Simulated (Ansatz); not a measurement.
Basis-set extrapolation for `[F][Al]1[CH2][O]1` (PBE0-D4/def2-TZVP geometry, frozen core, Ansatz). Multiplicity 1, RHF reference.

```
                      def2-TZVPP   def2-QZVPP
                 HF  -455.388665  -455.406376
    MP2 correlation    -0.727591    -0.787685
CCSD(T) correlation    -0.764397      not run
```

Energies in hartree. Use E(X) = E(∞) + A·exp(−7.88·√X) for Hartree–Fock and E(X) = E(∞) + B·X^(−2.97) for correlation, with X = 3 and 4, and add CCSD(T) minus MP2 of the smaller set to the MP2 limit.

Q: What is the CCSD(T) energy at the basis-set limit?

A: HF limit: -455.406376 + (-0.017711) × 0.13774 = -455.40882. MP2 limit: -0.787685 + (-0.060094) × 0.74074 = -0.83220. Higher-order term: -0.764397 − (-0.727591) = -0.03681. Total: -456.27783 hartree, 3.40 eV below CCSD(T)/def2-TZVPP.
